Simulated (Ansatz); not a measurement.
One change: `CCBO` becomes `OBCBr`.

Ansatz, PBE0-D4/def2-TZVP geometries, multiplicity 1. Each molecule was computed in one conformer, which needn't be the lowest.

Scalar relativity is left out up to krypton.

```json
{"property": "ideal-gas entropy at 298 K and 1 bar (rigid rotor, harmonic PBE0-D4/def2-TZVP) / J/(mol·K)", "`CCBO`": "307"}
{"property": "HOMO energy (PBE0/def2-TZVPP) / eV", "`CCBO`": "-8.28"}
{"property": "HOMO energy (ωB97M-V/def2-TZVPP) / eV", "`CCBO`": "-10.61"}
{"property": "size of the dipole moment (B3LYP/def2-TZVPP) / D", "`CCBO`": "1.82"}
{"property": "zero-point energy (PBE0-D4/def2-TZVP) / kJ/mol", "`CCBO`": "244.4"}
{"property": "HOMO–LUMO gap (PBE/def2-TZVPP) / eV", "`CCBO`": "5.95"}
```

Give the same properties after the change, and the shifts. (An estimate is asked.)

Ansatz gave: 
```
                                                                                  property  `OBCBr`  shift
ideal-gas entropy at 298 K and 1 bar (rigid rotor, harmonic PBE0-D4/def2-TZVP) / J/(mol·K)      314      7
                                                        HOMO energy (PBE0/def2-TZVPP) / eV    -7.84   0.44
                                                     HOMO energy (ωB97M-V/def2-TZVPP) / eV   -10.07   0.54
                                          size of the dipole moment (B3LYP/def2-TZVPP) / D     2.10   0.28
                                            zero-point energy (PBE0-D4/def2-TZVP) / kJ/mol    147.3  -97.1
                                                       HOMO–LUMO gap (PBE/def2-TZVPP) / eV     4.70  -1.25
```

With PBE0 the HOMO rises by 0.44 eV and the LUMO falls by 0.98 eV, so the gap narrows by about 1.42 eV. PBE moves the HOMO by 0.29 eV and ωB97M-V by 0.54 eV. The zero-point energy changes by -97.1 kJ/mol with -9 modes. Dipoles are sizes alone; their direction can turn. Modes under 60 cm⁻¹, often nearly free rotors, make the harmonic entropy too high.

B3LYP here is the variant with VWN-RPA as its local correlation; programs differ in this.

Spin–orbit coupling is left out; it splits and shifts lone-pair levels of the heavy atoms by tenths of an eV.
